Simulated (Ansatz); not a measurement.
Reaction (atomization): `[SH][Zn][SH]` → 2 H• + 2 S• + Zn (atom)

Computed with Ansatz on PBE0-D4/def2-TZVP structures; ΔE is electronic, products minus reactants. CBS: MP2 limit from def2 TZ/QZ plus the TZ coupled-cluster correction, frozen cores. This one scheme is used for every species, atoms too. Functionals use def2-TZVPP. Open shells (•) are unrestricted, without spin–orbit coupling. Spin–orbit coupling would lower the free atoms: a little for S. For Zn outer-core shells are correlated without core-valence functions, so the limit isn't a true one: a few kJ/mol of doubt a bond, and 10 to 20 or more in all where bonds break to atoms. Scalar relativity is left out up to krypton. Each species was taken in one conformer, which may not be the lowest.

`[SH][Zn][SH]`:

Cartesian coordinates in Å:
```
S 0.243 -1.680 1.392
Zn -0.279 -0.206 -0.100
S -0.835 1.244 -1.605
H 0.437 -0.746 2.340
H 0.434 1.388 -2.027
```

CCSD(T)/CBS gives +1224.4 kJ/mol.

Problem. Another level gave +1163.8 kJ/mol. Which?
A. BHLYP-D4/def2-TZVPP
B. PBE-D4/def2-TZVPP
C. LC-ωPBE/def2-TZVPP
D. r2SCAN-D4/def2-TZVPP

Solution. A. BHLYP-D4 1163.8, r2SCAN-D4 1242.1, PBE-D4 1229.4, LC-ωPBE 1217.4 kJ/mol.

Largest T1 diagnostic among the species: 0.017.

From PBE to PBE0 (25 % exact exchange), in def2-TZVPP and without D4, ΔE moves by −10.3 kJ/mol: exact exchange takes away binding that semilocal exchange gives to molecules. The D4 term adds +16.1 kJ/mol with B3LYP and +8.4 kJ/mol with PBE0; it sums over pairs of atoms, weighted by their polarisabilities, and B3LYP, whose exchange is more repulsive, gets the larger term. Leaving LDA and LC-ωPBE aside and taking each functional with its dispersion term where it has one, the values spread over 78.3 kJ/mol, from BHLYP-D4 to r2SCAN-D4. LDA lies +198.8 kJ/mol from PBE without D4, its usual overbinding.

B3LYP here is the variant with VWN-RPA as its local correlation; programs differ in this.

For atomizations the MP2-based limit and the directly extrapolated one differ by several kJ/mol either way, and by 10 to 25 for some Ge, Se and Sn compounds, so smaller differences from it don't rank the levels.
